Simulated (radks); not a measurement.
The numbers below are computed, except where a source is named.
Problem. These are the eigenvalues of the occupied orbitals of an atom or ion with whole-number occupations (eV). Level of theory: Dirac Kohn-Sham, BLYP, spin-unpolarised, spherical densities, finite nucleus; Fermi nuclear charge, rms radius of each element as measured or else 0.836 A^(1/3) + 0.57 fm (a radial shooting solver on a logarithmic mesh with Libxc functionals).

1s1/2: -35790.63
2s1/2: -5626.481
2p1/2: -5294.870
2p3/2: -4942.441
3s1/2: -1182.871
3p1/2: -1044.270
3p3/2: -976.7486
3d3/2: -732.9912
3d5/2: -718.6531
4s1/2: -236.6719
4p1/2: -186.9274
4p3/2: -173.1145
4d3/2: -92.2018
4d5/2: -89.9081
5s1/2: -42.4173
5p1/2: -29.8269
5p3/2: -28.0010

Which element is it, and in what charge state? The configuration may be excited. Open shells, if any, are shared by 2j + 1.

Solution. Z = 55, caesium, charge +2: Cs2+ in [Kr] 4d10 5s2 5p5. The list shows which subshells hold electrons but not how many an open one holds; the 1s level, -1315.3 hartree, gives Z - s = 51.3 by -(Z - s)^2/2, which with screening and relativity narrows Z to a few neighbours, and the depths of the outer levels then fix element, charge and occupations together.
